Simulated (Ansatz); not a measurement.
Reaction (redistribution): `[F][Sn]([Br])([Br])[Br]` + `c1cc[se]c1` → `[Br][SnH]([Br])[Br]` + `Fc1ccc[se]1`

Program: Ansatz. Geometries: PBE0-D4/def2-TZVP. ΔE: electronic, gas phase. CCSD(T)/CBS is the MP2 limit (def2-TZVPP, def2-QZVPP) plus CCSD(T) − MP2 in def2-TZVPP, frozen cores. Functionals use def2-TZVPP. def2 core potentials past Kr. For Br, Se, Sn outer-core shells are correlated without core-valence functions, which leaves a few kJ/mol of doubt a bond. Scalar relativity is left out up to krypton.

CCSD(T)/CBS gives +151.1 kJ/mol.

Another level gave +140.4 kJ/mol. Which?
A. B2PLYP/def2-TZVPP
B. CCSD/def2-TZVPP
C. MP2/def2-TZVPP
D. LC-ωPBE/def2-TZVPP

B. CCSD/def2-TZVPP 140.4, LC-ωPBE 135.3, B2PLYP 145.3, MP2/def2-TZVPP 153.0 kJ/mol.

Largest T1 diagnostic among the species: 0.012.

Leaving LDA and LC-ωPBE aside and taking each functional with its dispersion term where it has one, the values, not all of them listed here, spread over 13.7 kJ/mol, from HSE06-D4 to B2PLYP. LDA lies −16.7 kJ/mol from PBE without D4. In def2-TZVPP, CCSD(T) changes the Hartree–Fock value by +4.1 kJ/mol (the triples alone add +1.5 kJ/mol) and MP2 by +15.2 kJ/mol.

CCSD(T)/CBS has its own doubt, a few kJ/mol and more with outer-core shells, so smaller differences from it don't rank the levels.
